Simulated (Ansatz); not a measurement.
Basis-set extrapolation for `C=C(F)[SiH2]N` (PBE0-D4/def2-TZVP geometry, frozen core, Ansatz). Multiplicity 1, RHF reference.

```csv
,def2-TZVPP,def2-QZVPP
HF,-522.164303,-522.184273
MP2 correlation,-0.903482,-0.973487
CCSD(T) correlation,-0.978990,not run
```

Energies in hartree. Use E(X) = E(∞) + A·exp(−7.88·√X) for Hartree–Fock and E(X) = E(∞) + B·X^(−2.97) for correlation, with X = 3 and 4, and add CCSD(T) minus MP2 of the smaller set to the MP2 limit.

Q: What is the CCSD(T) energy at the basis-set limit?

A: HF limit: -522.184273 + (-0.019970) × 0.13774 = -522.18702. MP2 limit: -0.973487 + (-0.070005) × 0.74074 = -1.02534. Higher-order term: -0.978990 − (-0.903482) = -0.07551. Total: -523.28787 hartree, 3.93 eV below CCSD(T)/def2-TZVPP.
